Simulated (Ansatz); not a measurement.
Ansatz (a program for electronic structure) job for Hf(F)(SH)3 (FH3HfS3), SMILES [SH][Hf]([F])([SH])[SH], multiplicity 1, PBE0-D3(BJ)/def2-SVP. 

Ansatz 0.2 input:
```yaml
crystal:
  periodic: [false, false, false]
  atoms:
    - {symbol: Hf, position_ang: [0.03789581, 0.09321541, -0.03141024]}
    - {symbol: F, position_ang: [1.26910314, -1.34317111, 0.09322088]}
    - {symbol: S, position_ang: [1.38225034, 1.62263799, 1.38766773]}
    - {symbol: H, position_ang: [1.59056071, 0.55065850, 2.16164760]}
    - {symbol: S, position_ang: [-0.44424764, -0.10814836, -2.47694215]}
    - {symbol: H, position_ang: [-1.30674788, 0.88625642, -2.67763234]}
    - {symbol: S, position_ang: [-1.72914380, -1.14152535, 1.19802387]}
    - {symbol: H, position_ang: [-1.77598221, -2.02731296, 0.19854269]}
basis:
  gaussian:
    orbitals: def2-SVP
hamiltonian:
  xc: pbe0
  dispersion: d3bj
relax: {f_tol: 0.002, max_steps: 200}
```

Output:

```
WARN ansatz: RAYON_NUM_THREADS=1 ignored (pool sized by the plan → 1); use --threads N
Functional definition: PBE0
integrals: 0.07 GiB planned
1163 factors; integrals over basis functions are off by at most 3.6e-4 eV
mean field: 0.60 GiB planned
mean field evaluation 1: about -36553.8776 eV, gradient 4.1e1 eV
mean field evaluation 2: about -36528.5520 eV, gradient 1.3e2 eV
mean field evaluation 4: about -36557.6492 eV, gradient 4.3e0 eV
mean field evaluation 8: about -36557.7279 eV, gradient 2.9e-1 eV
mean field evaluation 16: about -36557.7283 eV, gradient 7.9e-5 eV
mean field -36557.72825367 eV, -1343.4717336043 hartree, gradient 7.9e-5 eV, S^2 0.000000; 0 other end points of the search recorded, 0 dependent functions left out
the calculation of the forces begins
reference -36557.72830713 eV, -1343.4717355687 hartree; 36, 36 occupied and 79, 79 virtual orbitals, 1163 factors
relax step   1: F+E_penalty+E_count = -36557.95261417 eV  Δ(F+E_penalty+E_count) = +0.000e0 eV  max|allowed force component| = 1.573e0 eV/Å  Δτ_max = 0.0000 Å  (27 SCF iters, accepted)
these checks for a lower state are left out or cut short: starts, cluster_reference, orbital_swaps, neighbouring_geometries, increment
integrals: 0.07 GiB planned
1163 factors; integrals over basis functions are off by at most 3.6e-4 eV
mean field: 0.60 GiB planned
mean field -36558.05548264 eV, -1343.4837590471 hartree, gradient 1.9e-5 eV, S^2 0.000000; 0 other end points of the search recorded, 0 dependent functions left out
the calculation of the forces begins
reference -36558.05553701 eV, -1343.4837610450 hartree; 36, 36 occupied and 79, 79 virtual orbitals, 1163 factors
relax step   2: F+E_penalty+E_count = -36558.28354893 eV  Δ(F+E_penalty+E_count) = -3.309e-1 eV  max|allowed force component| = 4.105e-1 eV/Å  Δτ_max = 0.1948 Å  (34 SCF iters, accepted)
these checks for a lower state are left out or cut short: starts, cluster_reference, orbital_swaps, neighbouring_geometries, increment
integrals: 0.07 GiB planned
1163 factors; integrals over basis functions are off by at most 3.7e-4 eV
mean field: 0.60 GiB planned
mean field evaluation 32: about -36558.1735 eV, gradient 1.1e-5 eV
mean field -36558.17347048 eV, -1343.4880950203 hartree, gradient 1.1e-5 eV, S^2 0.000000; 0 other end points of the search recorded, 0 dependent functions left out
the calculation of the forces begins
reference -36558.17352520 eV, -1343.4880970311 hartree; 36, 36 occupied and 79, 79 virtual orbitals, 1163 factors
relax step   3: F+E_penalty+E_count = -36558.40254552 eV  Δ(F+E_penalty+E_count) = -1.190e-1 eV  max|allowed force component| = 5.300e-1 eV/Å  Δτ_max = 0.1921 Å  (36 SCF iters, accepted)
these checks for a lower state are left out or cut short: starts, cluster_reference, orbital_swaps, neighbouring_geometries, increment
integrals: 0.07 GiB planned
1163 factors; integrals over basis functions are off by at most 3.9e-4 eV
mean field: 0.60 GiB planned
mean field -36558.24413720 eV, -1343.4906919742 hartree, gradient 1.2e-5 eV, S^2 0.000000; 0 other end points of the search recorded, 0 dependent functions left out
the calculation of the forces begins
reference -36558.24419253 eV, -1343.4906940075 hartree; 36, 36 occupied and 79, 79 virtual orbitals, 1163 factors
relax step   4: F+E_penalty+E_count = -36558.47511290 eV  Δ(F+E_penalty+E_count) = -7.257e-2 eV  max|allowed force component| = 5.766e-1 eV/Å  Δτ_max = 0.1969 Å  (36 SCF iters, accepted)
these checks for a lower state are left out or cut short: starts, cluster_reference, orbital_swaps, neighbouring_geometries, increment
integrals: 0.07 GiB planned
1163 factors; integrals over basis functions are off by at most 3.9e-4 eV
mean field: 0.60 GiB planned
mean field -36558.28686467 eV, -1343.4922621797 hartree, gradient 1.5e-5 eV, S^2 0.000000; 0 other end points of the search recorded, 0 dependent functions left out
the calculation of the forces begins
reference -36558.28692036 eV, -1343.4922642264 hartree; 36, 36 occupied and 79, 79 virtual orbitals, 1163 factors
relax step   5: F+E_penalty+E_count = -36558.52091636 eV  Δ(F+E_penalty+E_count) = -4.580e-2 eV  max|allowed force component| = 2.457e-1 eV/Å  Δτ_max = 0.2000 Å  (36 SCF iters, accepted)
these checks for a lower state are left out or cut short: starts, cluster_reference, orbital_swaps, neighbouring_geometries, increment
integrals: 0.07 GiB planned
1163 factors; integrals over basis functions are off by at most 3.8e-4 eV
mean field: 0.60 GiB planned
mean field -36558.28777288 eV, -1343.4922955560 hartree, gradient 2.6e-5 eV, S^2 0.000000; 0 other end points of the search recorded, 0 dependent functions left out
the calculation of the forces begins
reference -36558.28782815 eV, -1343.4922975868 hartree; 36, 36 occupied and 79, 79 virtual orbitals, 1163 factors
relax step   6: F+E_penalty+E_count = -36558.52282936 eV  Δ(F+E_penalty+E_count) = -1.913e-3 eV  max|allowed force component| = 5.993e-1 eV/Å  Δτ_max = 0.1359 Å  (31 SCF iters, accepted)
these checks for a lower state are left out or cut short: starts, cluster_reference, orbital_swaps, neighbouring_geometries, increment
integrals: 0.07 GiB planned
1163 factors; integrals over basis functions are off by at most 3.9e-4 eV
mean field: 0.60 GiB planned
mean field -36558.29866054 eV, -1343.4926956700 hartree, gradient 1.1e-5 eV, S^2 0.000000; 0 other end points of the search recorded, 0 dependent functions left out
the calculation of the forces begins
reference -36558.29871604 eV, -1343.4926977097 hartree; 36, 36 occupied and 79, 79 virtual orbitals, 1163 factors
relax step   7: F+E_penalty+E_count = -36558.53435125 eV  Δ(F+E_penalty+E_count) = -1.152e-2 eV  max|allowed force component| = 1.513e-1 eV/Å  Δτ_max = 0.0695 Å  (31 SCF iters, accepted)
these checks for a lower state are left out or cut short: starts, cluster_reference, orbital_swaps, neighbouring_geometries, increment
integrals: 0.07 GiB planned
1163 factors; integrals over basis functions are off by at most 3.9e-4 eV
mean field: 0.60 GiB planned
mean field evaluation 64: about -36558.1652 eV, gradient 1.2e1 eV
mean field -36558.30304491 eV, -1343.4928567925 hartree, gradient 8.4e-6 eV, S^2 0.000000; 0 other end points of the search recorded, 0 dependent functions left out
the calculation of the forces begins
reference -36558.30310020 eV, -1343.4928588245 hartree; 36, 36 occupied and 79, 79 virtual orbitals, 1163 factors
relax step   8: F+E_penalty+E_count = -36558.53881406 eV  Δ(F+E_penalty+E_count) = -4.463e-3 eV  max|allowed force component| = 2.367e-2 eV/Å  Δτ_max = 0.0954 Å  (31 SCF iters, accepted)
these checks for a lower state are left out or cut short: starts, cluster_reference, orbital_swaps, neighbouring_geometries, increment
integrals: 0.07 GiB planned
1163 factors; integrals over basis functions are off by at most 3.9e-4 eV
mean field: 0.60 GiB planned
mean field -36558.30320514 eV, -1343.4928626809 hartree, gradient 1.2e-5 eV, S^2 0.000000; 0 other end points of the search recorded, 0 dependent functions left out
the calculation of the forces begins
reference -36558.30326044 eV, -1343.4928647131 hartree; 36, 36 occupied and 79, 79 virtual orbitals, 1163 factors
relax step   9: F+E_penalty+E_count = -36558.53901624 eV  Δ(F+E_penalty+E_count) = -2.022e-4 eV  max|allowed force component| = 8.179e-3 eV/Å  Δτ_max = 0.0266 Å  (31 SCF iters, accepted)
these checks for a lower state are left out or cut short: starts, cluster_reference, orbital_swaps, neighbouring_geometries, increment
integrals: 0.07 GiB planned
1163 factors; integrals over basis functions are off by at most 3.9e-4 eV
mean field: 0.60 GiB planned
mean field -36558.30329407 eV, -1343.4928659493 hartree, gradient 1.2e-5 eV, S^2 0.000000; 0 other end points of the search recorded, 0 dependent functions left out
the calculation of the forces begins
reference -36558.30334936 eV, -1343.4928679809 hartree; 36, 36 occupied and 79, 79 virtual orbitals, 1163 factors
relax step  10: F+E_penalty+E_count = -36558.53906337 eV  Δ(F+E_penalty+E_count) = -4.713e-5 eV  max|allowed force component| = 9.288e-3 eV/Å  Δτ_max = 0.0109 Å  (33 SCF iters, accepted)
these checks for a lower state are left out or cut short: starts, cluster_reference, orbital_swaps, neighbouring_geometries, increment
integrals: 0.07 GiB planned
1163 factors; integrals over basis functions are off by at most 3.9e-4 eV
mean field: 0.60 GiB planned
mean field -36558.30329420 eV, -1343.4928659539 hartree, gradient 1.5e-5 eV, S^2 0.000000; 0 other end points of the search recorded, 0 dependent functions left out
the calculation of the forces begins
reference -36558.30334948 eV, -1343.4928679853 hartree; 36, 36 occupied and 79, 79 virtual orbitals, 1163 factors
relax step  11: F+E_penalty+E_count = -36558.53908485 eV  Δ(F+E_penalty+E_count) = -2.148e-5 eV  max|allowed force component| = 5.115e-3 eV/Å  Δτ_max = 0.0051 Å  (25 SCF iters, accepted)
these checks for a lower state are left out or cut short: starts, cluster_reference, orbital_swaps, neighbouring_geometries, increment
integrals: 0.07 GiB planned
1163 factors; integrals over basis functions are off by at most 3.9e-4 eV
mean field: 0.60 GiB planned
mean field evaluation 96: about -36558.3033 eV, gradient 1.3e-5 eV
mean field -36558.30332278 eV, -1343.4928670040 hartree, gradient 1.3e-5 eV, S^2 0.000000; 0 other end points of the search recorded, 0 dependent functions left out
the calculation of the forces begins
reference -36558.30337805 eV, -1343.4928690354 hartree; 36, 36 occupied and 79, 79 virtual orbitals, 1163 factors
relax step  12: F+E_penalty+E_count = -36558.53908824 eV  Δ(F+E_penalty+E_count) = -3.395e-6 eV  max|allowed force component| = 9.600e-4 eV/Å  Δτ_max = 0.0031 Å  (25 SCF iters, accepted)
integrals: 0.07 GiB planned
1163 factors; integrals over basis functions are off by at most 3.9e-4 eV
mean field: 0.60 GiB planned
mean field -36558.30332278 eV, -1343.4928670040 hartree, gradient 1.3e-5 eV, S^2 0.000000; 1 other end points of the search recorded, 0 dependent functions left out
the calculation of the forces begins
reference -36558.30337805 eV, -1343.4928690354 hartree; 36, 36 occupied and 79, 79 virtual orbitals, 1163 factors
Total energy: -36558.53914352 eV, -1343.5015332565 hartree
Atom 0 at     0.260220    -0.320774    -0.121668 Å, force     0.000714    -0.000379    -0.000830 eV/Å
Atom 1 at     1.442382    -1.809433    -0.038108 Å, force    -0.000638     0.000798     0.000680 eV/Å
Atom 2 at     1.115106     1.617010     1.062936 Å, force     0.000213     0.000150     0.000038 eV/Å
Atom 3 at     1.490366     0.859066     2.123767 Å, force    -0.000181    -0.000300    -0.000338 eV/Å
Atom 4 at    -0.137823     0.372852    -2.416913 Å, force    -0.000009     0.000177     0.000960 eV/Å
Atom 5 at    -1.396309     0.756646    -2.090583 Å, force    -0.000265    -0.000132    -0.000645 eV/Å
Atom 6 at    -1.873888    -0.844388     0.925739 Å, force     0.000762    -0.000577     0.000453 eV/Å
Atom 7 at    -1.876365    -2.098369     0.407948 Å, force    -0.000596     0.000264    -0.000317 eV/Å
Dipole moment:    -0.117666    -0.189120     0.092933 e Å
```

Self-consistency was reached.
